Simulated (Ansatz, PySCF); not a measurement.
CLiN, SMILES [Li][N][C] (connectivity only; charge and spin as stated), neutral, multiplicity 1. Atoms are numbered in the order given.

```xyz
3

Li     0.0000     0.0000     1.8715
C      0.0000     0.0000    -1.0601
N      0.0000     0.0000     0.1107
```

Geometry: PBE0-D3(BJ)/def2-TZVPD.

Two levels are set side by side: PBE-D3(BJ)/def2-TZVPD (Ansatz, a program for electronic structure) and PBE0-D3(BJ)/def2-TZVPD (Ansatz). Each level has its own optimised geometry; the coordinates shown are those of the second. Frequencies come from the Hessian of PySCF at each geometry. Differences are taken from unrounded values.

```
quantity                            PBE0-D3(BJ)
----------------------------------  -----------
mean bond length (Å)                      1.466
bond Li1–N3 (Å)                           1.761
bond C2–N3 (Å)                            1.171
highest harmonic wavenumber (cm⁻¹)         2171
mean harmonic wavenumber (cm⁻¹)             784
zero-point energy (kcal/mol)               4.48
```

Question: What does PBE-D3(BJ) give, and how far is it from PBE0-D3(BJ)? (The exact figures need the calculation; the answer reports its results.)

Answer: 
```csv
quantity,PBE-D3(BJ),PBE-D3(BJ) minus PBE0-D3(BJ)
mean bond length (Å),1.476,0.010
bond Li1–N3 (Å),1.770,0.009
bond C2–N3 (Å),1.182,0.012
highest harmonic wavenumber (cm⁻¹),2079,-92
mean harmonic wavenumber (cm⁻¹),755,-29
zero-point energy (kcal/mol),4.32,-0.17
```

Exact exchange shortens and stiffens bonds; PBE has none. Differences between two approximate levels are no errors against the true value.
